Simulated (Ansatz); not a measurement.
`[AlH2][SiH2][SiH2][GaH2]` + `NB(O)F` → `OB(F)[NH][AlH2]` + `[SiH3][SiH2][GaH2]`  (cleavage of the Al–Si bond)

Calculated with Ansatz (gas phase, PBE0-D4/def2-TZVP geometries, no zero-point term in ΔE). CBS: MP2 limit from def2 TZ/QZ plus the TZ coupled-cluster correction, frozen cores. DFT in def2-TZVPP. B3LYP here is the variant with VWN-RPA as its local correlation; programs differ in this. HSE06 is defined as in plane-wave codes. For Ga outer-core shells are correlated without core-valence functions, which leaves a few kJ/mol of doubt a bond. Scalar relativity is left out up to krypton. Each species was taken in one conformer, which may not be the lowest.

`[AlH2][SiH2][SiH2][GaH2]`:

```xyz
12

Al   -1.154   -0.693   -2.663
Si   -1.019    0.363   -0.470
Si    1.015   -0.347    0.482
Ga    1.151    0.679    2.644
H    -1.803   -2.135   -2.813
H    -0.486    0.007   -3.922
H    -2.111   -0.038    0.465
H    -0.991    1.854   -0.516
H     2.116    0.059   -0.439
H     1.000   -1.838    0.533
H     1.773    2.113    2.805
H     0.509   -0.024    3.896
```

`NB(O)F`:

```xyz
7

N    -0.816   -0.015   -0.458
B     0.382    0.396    0.152
O     1.273   -0.418    0.786
F     0.696    1.696    0.120
H    -1.422    0.647   -0.907
H    -1.144   -0.962   -0.491
H     1.029   -1.344    0.797
```

`OB(F)[NH][AlH2]`:

Cartesian coordinates in Å:
```
O 1.342 1.827 0.280
B 0.722 0.725 -0.230
F 1.063 0.304 -1.463
N -0.261 0.021 0.502
Al -1.204 -1.436 0.049
H 1.985 2.201 -0.327
H -0.436 0.425 1.412
H -2.232 -1.953 1.135
H -0.979 -2.114 -1.357
```

`[SiH3][SiH2][GaH2]`:

Cartesian coordinates in Å:
```
Si 0.166 1.489 0.927
Si 0.250 0.105 -0.960
Ga -0.462 -2.107 -0.341
H 0.601 2.877 0.611
H 1.051 0.946 1.993
H -1.223 1.538 1.460
H -0.628 0.703 -2.007
H 1.650 0.116 -1.473
H -1.979 -2.513 -0.421
H 0.574 -3.154 0.210
```

```tsv
level	ΔE (kJ/mol)	difference from CCSD(T)/CBS
revPBE-D4	-69.9	18.1
r2SCAN-D4	-83.2	4.8
B3LYP-D4	-88.3	-0.3
B2PLYP	-93.6	-5.6
PBE0	-73.3	14.7
B3LYP	-89.9	-1.9
HSE06	-72.8	15.2
RPA@PBE/def2-TZVPP	-92.7	-4.7
HF/def2-SVP	-102.5	-14.5
MP2/CBS(def2)	-94.3	-6.3
CCSD(T)/CBS	-88.0	0
```

Largest T1 diagnostic among the species: 0.014.

From BLYP to BHLYP (50 % exact exchange), in def2-TZVPP and without D4, ΔE moves by −8.8 kJ/mol. Leaving LDA and LC-ωPBE aside and taking each functional with its dispersion term where it has one, the values, not all of them listed here, spread over 27.4 kJ/mol, from CAM-B3LYP-D4 to PBE-D4. In def2-TZVPP, CCSD(T) changes the Hartree–Fock value by +13.2 kJ/mol (the triples alone add +2.0 kJ/mol) and MP2 by +6.9 kJ/mol.
